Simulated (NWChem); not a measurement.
# CHCl

```xyz
3

C      1.0579    -0.5466     0.0000
Cl    -0.4752     0.1724     0.0000
H      1.7315     0.3489     0.0000
```
Charge 0, spin multiplicity 1.

Program: NWChem. Structure: optimised with PBE0/def2-SVP, a minimum by its harmonic frequencies.

Symmetry labels belong to the abelian group Cs used in the runs, with the axes of the coordinates shown.

The structure started from a generated list of species.

List the lowest 3 singlet excitations that TDA-CAM-B3LYP/aug-cc-pVDZ gives, with oscillator strengths.


```json
[
 {"state": "1", "symmetry": "a\"", "energy (eV)": "1.94", "wavelength (nm)": "640", "f": "0.005"},
 {"state": "2", "symmetry": "a\"", "energy (eV)": "5.51", "wavelength (nm)": "225", "f": "0.005"},
 {"state": "3", "symmetry": "a'", "energy (eV)": "5.90", "wavelength (nm)": "210", "f": "0.021"}
]
```
